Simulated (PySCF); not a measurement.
# Structure elucidation problem

An unknown has the formula C₃H₅N₃Si. Its calculated NMR data are:

¹H NMR (500 MHz, computed): δ 9.17 (d, 1H), 7.59 (d, 1H), 4.68 (s, 3H).

¹³C{¹H} NMR (computed): δ 167.1 (C), 152.1 (CH), 130.4 (CH).

Theory: shielding tensors at PBE0/pcSseg-1 (GIAO), geometry: GFN2-xTB, in PySCF (fast rotation and ring inversion assumed for equivalent nuclei, non-relativistic Hamiltonian, one conformer, no solvent model).

δ = σ(ref) − σ, references computed at the same level: ¹H (σref 31.72), ¹³C (σref 186.93) vs TMS.

Q: Propose a structure and justify it.

A: 
The formula gives 4 degrees of unsaturation (1 ring in the answer). 3 carbon signals for 3 carbons: no two carbons are equivalent. Carbon types of the structure: 1 × C, 2 × CH, leaving 3 H on heteroatoms. δC 167.1: substituted aromatic carbon next to a ring nitrogen. δC 152.1: aromatic CH next to a ring nitrogen; the adjacent pyridine-type nitrogen withdraws density from it. δC 130.4: aromatic CH; the aromatic region. δH 9.17: hydrogen on an aromatic CH next to a ring nitrogen; ring current plus the neighbouring ring nitrogen. δH 7.59: hydrogen on an aromatic CH; the ring current deshields protons in the ring plane. δH 4.68: hydrogen on a silicon bonded to C.

Structure: `[SiH3]c1ccnnn1`.

The data come from this structure; uniqueness wasn't tested.

Shifts are as computed. Against solution values, carbons near 30 ppm lie about +3 ppm off and those near 130 ppm about +5 ppm. Of 1211 compounds with measured shifts, 218 miss one by over three times the rms of a fit or turn the order of signals round; such compounds aren't used in these exercises. No couplings were computed; multiplicities are counted from neighbouring protons, with m where these are inequivalent, close in shift, in a saturated or five-membered ring or joined by F or P, and br s for small geminal =CH2 splittings.
